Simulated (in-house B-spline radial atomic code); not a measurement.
Computed with a B-spline radial atomic code. Model: two electrons, singlet ground state, non-relativistic, full CI in B-splines with partial waves to l = 8 (at full coupling up to 3e-4 hartree above the limit, correlation up to 0.6 % small), density held at that of full coupling by Lieb maximisation.

Along the adiabatic connection the electron repulsion is scaled by a coupling λ while a local potential keeps the density fixed. At λ = 0 the system is the Kohn-Sham one and W equals the exchange energy; the exchange-correlation energy is the area under W between 0 and 1. The kinetic energy rises with λ as the electrons avoid each other, with dT/dλ = −λ dW/dλ.

Command:
```bash
python run_ac.py task.json out
```
Settings (lengths in bohr, energies in hartree):
```
potential              ball
strength               1
lmax                   8
wall_radius            3.71
```

Cost of the run: 6.1 s on 1 thread of Intel(R) Xeon(R) Processor @ 2.30GHz (shared host).

**W = mean repulsion less Hartree energy, and W of three functionals.**

Given: confinement empty hard sphere; hard wall radius 3.71 bohr; external potential zero inside.

Computed: LDA exchange minus exact 58.742 millihartree; PBE exchange minus exact 17.656 millihartree.

```json
{"coupling": "0", "W xc (hartree)": "-0.45635", "W xc minus exchange (millihartree)": "0", "kinetic minus Kohn-Sham (millihartree)": "0", "LDA (PW92) W minus its exchange (millihartree)": "0", "PBE W minus its exchange (millihartree)": "0", "SCAN W minus its exchange (millihartree)": "0"}
{"coupling": "0.02", "W xc (hartree)": "-0.45865", "W xc minus exchange (millihartree)": "-2.304", "kinetic minus Kohn-Sham (millihartree)": "0.02", "LDA (PW92) W minus its exchange (millihartree)": "-10.23", "PBE W minus its exchange (millihartree)": "-4.28", "SCAN W minus its exchange (millihartree)": "-1.94"}
{"coupling": "0.05", "W xc (hartree)": "-0.46201", "W xc minus exchange (millihartree)": "-5.664", "kinetic minus Kohn-Sham (millihartree)": "0.14", "LDA (PW92) W minus its exchange (millihartree)": "-20.31", "PBE W minus its exchange (millihartree)": "-9.85", "SCAN W minus its exchange (millihartree)": "-4.73"}
{"coupling": "0.12", "W xc (hartree)": "-0.46942", "W xc minus exchange (millihartree)": "-13.072", "kinetic minus Kohn-Sham (millihartree)": "0.77", "LDA (PW92) W minus its exchange (millihartree)": "-37.42", "PBE W minus its exchange (millihartree)": "-20.77", "SCAN W minus its exchange (millihartree)": "-10.85"}
{"coupling": "0.25", "W xc (hartree)": "?", "W xc minus exchange (millihartree)": "?", "kinetic minus Kohn-Sham (millihartree)": "?", "LDA (PW92) W minus its exchange (millihartree)": "?", "PBE W minus its exchange (millihartree)": "?", "SCAN W minus its exchange (millihartree)": "?"}
{"coupling": "0.4", "W xc (hartree)": "-0.4939", "W xc minus exchange (millihartree)": "-37.557", "kinetic minus Kohn-Sham (millihartree)": "6.96", "LDA (PW92) W minus its exchange (millihartree)": "-79.15", "PBE W minus its exchange (millihartree)": "-51.74", "SCAN W minus its exchange (millihartree)": "-31.49"}
{"coupling": "0.6", "W xc (hartree)": "-0.50743", "W xc minus exchange (millihartree)": "-51.079", "kinetic minus Kohn-Sham (millihartree)": "13.67", "LDA (PW92) W minus its exchange (millihartree)": "-98.83", "PBE W minus its exchange (millihartree)": "-67.68", "SCAN W minus its exchange (millihartree)": "-43.5"}
{"coupling": "0.8", "W xc (hartree)": "-0.51851", "W xc minus exchange (millihartree)": "-62.164", "kinetic minus Kohn-Sham (millihartree)": "21.4", "LDA (PW92) W minus its exchange (millihartree)": "-114.39", "PBE W minus its exchange (millihartree)": "-80.71", "SCAN W minus its exchange (millihartree)": "-53.83"}
{"coupling": "1", "W xc (hartree)": "-0.52772", "W xc minus exchange (millihartree)": "-71.37", "kinetic minus Kohn-Sham (millihartree)": "29.65", "LDA (PW92) W minus its exchange (millihartree)": "-127.22", "PBE W minus its exchange (millihartree)": "-91.69", "SCAN W minus its exchange (millihartree)": "-62.82"}
{"coupling": "1.4", "W xc (hartree)": "?", "W xc minus exchange (millihartree)": "?", "kinetic minus Kohn-Sham (millihartree)": "?", "LDA (PW92) W minus its exchange (millihartree)": "?", "PBE W minus its exchange (millihartree)": "?", "SCAN W minus its exchange (millihartree)": "?"}
{"coupling": "2", "W xc (hartree)": "-0.55701", "W xc minus exchange (millihartree)": "-100.66", "kinetic minus Kohn-Sham (millihartree)": "71.83", "LDA (PW92) W minus its exchange (millihartree)": "-169.56", "PBE W minus its exchange (millihartree)": "-129.1", "SCAN W minus its exchange (millihartree)": "-94.62"}
{"coupling": "3", "W xc (hartree)": "-0.57267", "W xc minus exchange (millihartree)": "-116.33", "kinetic minus Kohn-Sham (millihartree)": "110.3", "LDA (PW92) W minus its exchange (millihartree)": "-194.48", "PBE W minus its exchange (millihartree)": "-151.74", "SCAN W minus its exchange (millihartree)": "-113.82"}
{"coupling": "4.5", "W xc (hartree)": "-0.58632", "W xc minus exchange (millihartree)": "-129.97", "kinetic minus Kohn-Sham (millihartree)": "160.53", "LDA (PW92) W minus its exchange (millihartree)": "-218.33", "PBE W minus its exchange (millihartree)": "-173.74", "SCAN W minus its exchange (millihartree)": "-131.43"}
{"coupling": "7", "W xc (hartree)": "-0.59885", "W xc minus exchange (millihartree)": "-142.51", "kinetic minus Kohn-Sham (millihartree)": "230.97", "LDA (PW92) W minus its exchange (millihartree)": "-242.39", "PBE W minus its exchange (millihartree)": "-196.17", "SCAN W minus its exchange (millihartree)": "-147.32"}
{"coupling": "10", "W xc (hartree)": "-0.60741", "W xc minus exchange (millihartree)": "-151.06", "kinetic minus Kohn-Sham (millihartree)": "302.59", "LDA (PW92) W minus its exchange (millihartree)": "-260.06", "PBE W minus its exchange (millihartree)": "-212.77", "SCAN W minus its exchange (millihartree)": "-157.21"}
```

Task: What belongs in the row 0.25?

Result: W xc (hartree): -0.48172; W xc minus exchange (millihartree): -25.376; kinetic minus Kohn-Sham (millihartree): 3.02; LDA (PW92) W minus its exchange (millihartree): -59.95; PBE W minus its exchange (millihartree): -36.92; SCAN W minus its exchange (millihartree): -21.1.

Task: What belongs in the row 1.4?

Result: W xc (hartree): -0.54205; W xc minus exchange (millihartree): -85.709; kinetic minus Kohn-Sham (millihartree): 46.71; LDA (PW92) W minus its exchange (millihartree): -147.49; PBE W minus its exchange (millihartree): -109.39; SCAN W minus its exchange (millihartree): -77.73.

Task: What is the SCAN exchange minus exact?

Result: -7.0834 millihartree.

**Energy parts, natural occupations and partial-wave weights.**

Computed: total energy 1.1442 hartree; exchange energy -0.45635 hartree; correlation energy -0.041716 hartree; kinetic part of the DFT correlation energy 0.029655 hartree; kinetic part over minus potential part 0.4155; Kohn-Sham kinetic 0.72952 hartree; Lieb Oxford ratio E_xc over LDA exchange 1.2527.

| natural | occupation of the shell (electrons) |
| --- | --- |
| s | 1.9253 |
| p | 0.071503 |
| d | ? |
| s | 0.0013247 |
| f | 0.00016514 |
| p | 0.00016334 |

Task: What belongs in the row d?

Result: occupation of the shell (electrons): 0.0014388.

```
wave      weight
   s     0.96331
   p    0.035836
   d           ?
   f  8.7907e-05
   g  1.9033e-05
```

Task: What belongs in the row d?

Result: weight: 0.00073742.

Task: What is the Hartree energy?

Result: 0.91269 hartree.

Task: What is the initial slope twice GL2?

Result: -0.11652 hartree.

Half-way to full coupling W has made 62 % of its drop, against 50 % for a straight line, and second-order (GL2) theory, half the initial slope, overshoots the correlation energy by about 40 %: a marked bend. Over couplings 0 to 1 the errors in E_xc come to about +18 millihartree for LDA, +3.5 millihartree for PBE, -1.1 millihartree for SCAN, so SCAN is nearest. In LDA and PBE and SCAN the errors of exchange and correlation have opposite signs, so the sum is smaller than the larger of the two.
